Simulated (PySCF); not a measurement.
C2H6N (SMILES [CH2-]CN), charge -1, singlet, at a GFN2-xTB geometry (in this run its highest filled SCF level lies above zero, so its values depend strongly on the basis, on diffuse functions most of all); BLYP/STO-3G (PySCF).

Input for PySCF:
```python
from pyscf import gto, scf, dft

mol = gto.M(
    atom='''
C     1.342069   -0.303428   -0.006611
C     0.148766    0.550924   -0.004537
N    -1.307218   -0.074339    0.008846
H     1.327773   -0.976327    0.891930
H     1.316335   -0.987962   -0.896063
H     0.108514    1.192674   -0.899190
H     0.119909    1.204265    0.882132
H    -1.328332   -0.693365    0.821866
H    -1.338680   -0.703891   -0.795712
''',
    basis='sto-3g',
    charge=-1,
    spin=0,
    verbose=4,
)

mf = dft.RKS(mol)
mf.xc = 'blyp'
mf.kernel()
```

The log (banner, timings and long lists left out):

```
PySCF version 2.14.0

[INPUT] verbose = 4
[INPUT] num. atoms = 9
[INPUT] num. electrons = 26
[INPUT] charge = -1
[INPUT] spin (= nelec alpha-beta = 2S) = 0
[INPUT] symmetry False subgroup None
[INPUT] Mole.unit = angstrom
[INPUT] Symbol           X                Y                Z      unit          X                Y                Z       unit  Magmom
[INPUT]  1 C      1.342069000000  -0.303428000000  -0.006611000000 AA    2.536142850269  -0.573395818525  -0.012492979409 Bohr   0.0
[INPUT]  2 C      0.148766000000   0.550924000000  -0.004537000000 AA    0.281126996647   1.041095475450  -0.008573687427 Bohr   0.0
[INPUT]  3 N     -1.307218000000  -0.074339000000   0.008846000000 AA   -2.470284005102  -0.140480350374   0.016716517298 Bohr   0.0
[INPUT]  4 H      1.327773000000  -0.976327000000   0.891930000000 AA    2.509127325592  -1.844990638018   1.685503422283 Bohr   0.0
[INPUT]  5 H      1.316335000000  -0.987962000000  -0.896063000000 AA    2.487512638179  -1.866977601478  -1.693313660356 Bohr   0.0
[INPUT]  6 H      0.108514000000   1.192674000000  -0.899190000000 AA    0.205061740681   2.253827215890  -1.699222833948 Bohr   0.0
[INPUT]  7 H      0.119909000000   1.204265000000   0.882132000000 AA    0.226595169870   2.275731031399   1.666987885715 Bohr   0.0
[INPUT]  8 H     -1.328332000000  -0.693365000000   0.821866000000 AA   -2.510183682496  -1.310269954359   1.553101651092 Bohr   0.0
[INPUT]  9 H     -1.338680000000  -0.703891000000  -0.795712000000 AA   -2.529738568433  -1.330161211546  -1.503677754030 Bohr   0.0

nuclear repulsion = 74.5428096404519
number of shells = 15
number of NR pGTOs = 63
number of NR cGTOs = 21
basis = sto-3g
ecp = {}

******** <class 'pyscf.dft.rks.RKS'> ********
method = RKS
initial guess = minao
damping factor = 0
level_shift factor = 0
DIIS = <class 'pyscf.scf.diis.CDIIS'>
diis_start_cycle = 1
diis_space = 8
diis_damp = 0
SCF conv_tol = 1e-09
SCF conv_tol_grad = None
SCF max_cycles = 50
direct_scf = True
direct_scf_tol = 1e-13
XC library pyscf.dft.libxc version 7.1.2
    S. Lehtola, C. Steigemann, M. J. T. Oliveira, and M. A. L. Marques,  SoftwareX 7, 1–5 (2018)
XC functionals = blyp
    A. D. Becke,  Phys. Rev. A 38, 3098 (1988)
    C. Lee, W. Yang, and R. G. Parr,  Phys. Rev. B 37, 785 (1988)
    B. Miehlich, A. Savin, H. Stoll, and H. Preuss,  Chem. Phys. Lett. 157, 200 (1989)
radial grids:
    Treutler-Ahlrichs [JCP 102, 346 (1995); DOI:10.1063/1.469408] (M4) radial grids

becke partition: Becke, JCP 88, 2547 (1988); DOI:10.1063/1.454033
pruning grids: <function nwchem_prune>
grids dens level: 3
symmetrized grids: False
atomic radii adjust function: <function treutler_atomic_radii_adjust>
small_rho_cutoff = 0
Set gradient conv threshold to 3.16228e-05
Initial guess from minao.
tot grids = 100992
init E= -132.712444312847
  HOMO = -0.160124493512404  LUMO = 0.169109692259863  gap/eV = 8.95892
cycle= 1 E= -132.432065521397  delta_E= 0.28  |g|= 0.558  |ddm|= 3.59
  HOMO = 0.465266903647274  LUMO = 0.612570403774058  gap/eV = 4.00833
cycle= 2 E= -132.395461459942  delta_E= 0.0366  |g|= 0.646  |ddm|= 2.07
  HOMO = 0.314342572111052  LUMO = 0.593542202124536  gap/eV = 7.59741
cycle= 3 E= -132.532299809405  delta_E= -0.137  |g|= 0.195  |ddm|= 1.42
  HOMO = 0.324787242245031  LUMO = 0.560458822308385  gap/eV = 6.41295
cycle= 4 E= -132.545640903653  delta_E= -0.0133  |g|= 0.021  |ddm|= 0.385
  HOMO = 0.322942743300949  LUMO = 0.560218715570571  gap/eV = 6.45661
cycle= 5 E= -132.545734298728  delta_E= -9.34e-05  |g|= 0.0128  |ddm|= 0.0459
  HOMO = 0.323975517784596  LUMO = 0.561226504527448  gap/eV = 6.45593
cycle= 6 E= -132.545785817966  delta_E= -5.15e-05  |g|= 0.000644  |ddm|= 0.0173
  HOMO = 0.323823574504789  LUMO = 0.561252619747625  gap/eV = 6.46077
cycle= 7 E= -132.545786037009  delta_E= -2.19e-07  |g|= 4.64e-05  |ddm|= 0.00191
  HOMO = 0.323821455090434  LUMO = 0.561246112040654  gap/eV = 6.46065
cycle= 8 E= -132.545786038024  delta_E= -1.01e-09  |g|= 5.8e-06  |ddm|= 0.00012
  HOMO = 0.323820842089486  LUMO = 0.561246927325825  gap/eV = 6.46069
cycle= 9 E= -132.545786038039  delta_E= -1.54e-11  |g|= 1.88e-07  |ddm|= 1.51e-05
  HOMO = 0.323820827536068  LUMO = 0.561246912558891  gap/eV = 6.46069
Extra cycle  E= -132.545786038039  delta_E= -1.42e-13  |g|= 1.14e-07  |ddm|= 7.18e-07
converged SCF energy = -132.545786038039
```
